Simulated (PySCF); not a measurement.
# Magnetisability: `InChI=1S/C7H11NO/c1-3-4-7(2)5-8-6-9/h3-4,6H,1,5H2,2H3,(H,8,9)/b7-4+`

Molfile (atoms numbered from 1):
```
C7H11NO
     RDKit          3D

 20 19  0  0  0  0  0  0  0  0999 V2000
    3.5322   -1.3218    0.0122 C   0  0  0  0  0  0  0  0  0  0  0  0
    2.3689   -0.8753   -0.4523 C   0  0  0  0  0  0  0  0  0  0  0  0
    1.3083   -0.3950    0.4024 C   0  0  0  0  0  0  0  0  0  0  0  0
    0.1241    0.0701   -0.0124 C   0  0  0  0  0  0  0  0  0  0  0  0
   -0.2888    0.1497   -1.4532 C   0  0  0  0  0  0  0  0  0  0  0  0
   -0.9091    0.5420    0.9759 C   0  0  0  0  0  0  0  0  0  0  0  0
   -2.1262   -0.2450    0.8856 N   0  0  0  0  0  0  0  0  0  0  0  0
   -3.2797    0.2577    0.4143 C   0  0  0  0  0  0  0  0  0  0  0  0
   -3.4528    1.3967    0.0585 O   0  0  0  0  0  0  0  0  0  0  0  0
    4.3100   -1.6764   -0.6417 H   0  0  0  0  0  0  0  0  0  0  0  0
    3.7469   -1.3474    1.0683 H   0  0  0  0  0  0  0  0  0  0  0  0
    2.1848   -0.8641   -1.5171 H   0  0  0  0  0  0  0  0  0  0  0  0
    1.5236   -0.4147    1.4638 H   0  0  0  0  0  0  0  0  0  0  0  0
   -1.2429    0.6616   -1.5455 H   0  0  0  0  0  0  0  0  0  0  0  0
   -0.3888   -0.8461   -1.8855 H   0  0  0  0  0  0  0  0  0  0  0  0
    0.4505    0.6947   -2.0375 H   0  0  0  0  0  0  0  0  0  0  0  0
   -1.2024    1.5727    0.7515 H   0  0  0  0  0  0  0  0  0  0  0  0
   -0.5221    0.4934    1.9985 H   0  0  0  0  0  0  0  0  0  0  0  0
   -2.0583   -1.2232    1.1163 H   0  0  0  0  0  0  0  0  0  0  0  0
   -4.0833   -0.5032    0.3949 H   0  0  0  0  0  0  0  0  0  0  0  0
  1  2  2  0
  2  3  1  0
  3  4  2  0
  4  5  1  0
  4  6  1  0
  6  7  1  0
  7  8  1  0
  8  9  2  0
  1 10  1  0
  1 11  1  0
  2 12  1  0
  3 13  1  0
  5 14  1  0
  5 15  1  0
  5 16  1  0
  6 17  1  0
  6 18  1  0
  7 19  1  0
  8 20  1  0
M  END
```

The calculation used PySCF 2.14.0, GIAO KT3/pcSseg-1 magnetisability, rotational g tensor and spin-rotation constants, non-relativistic, gas phase. Geometry: GFN2-xTB.

(1) What are the magnetisability and the molar susceptibility?

(2) Split it along the inertial axes a, b, c into diamagnetic and paramagnetic parts about the centre of mass, with the quadrupole moment.

(3) And the rotational g tensor?

Answers

(1) Isotropic -1229 × 10⁻³⁰ J/T², or -74.0 × 10⁻⁶ cm³/mol; principal values -1365, -1204, -1118 × 10⁻³⁰ J/T², anisotropy 217 × 10⁻³⁰ J/T² (root of half the summed squared differences of the principal values). The susceptibility is in cgs units.

(2) 
| axis | χ (10⁻⁶ cm³/mol) | diamagnetic (10⁻⁶ cm³/mol) | paramagnetic (10⁻⁶ cm³/mol) | summed x² of all electrons (Å²) | quadrupole Θ (D Å) |
| --- | --- | --- | --- | --- | --- |
| a | -70.2 | -363.5 | 293.4 | 417.2 | -11.13 |
| b | -70.5 | -1888.5 | 1817.9 | 57.8 | +7.63 |
| c | -81.3 | -2015.2 | 1933.9 | 27.9 | +3.50 |

Anisotropies 2χaa − χbb − χcc = +11.6 and 2χbb − χaa − χcc = +10.4 × 10⁻⁶ cm³/mol. Θ is traceless in Buckingham's convention.

(3) 
| axis | rotational constant (GHz) | g | nuclear part | electronic part |
| --- | --- | --- | --- | --- |
| a | 5.2045 | -0.0577 | 0.6597 | -0.7174 |
| b | 0.6638 | -0.0107 | 0.5563 | -0.5669 |
| c | 0.6243 | -0.0062 | 0.5610 | -0.5672 |

Asymmetric top; isotopes 12C, 1H, 14N, 16O; no vibrational averaging.
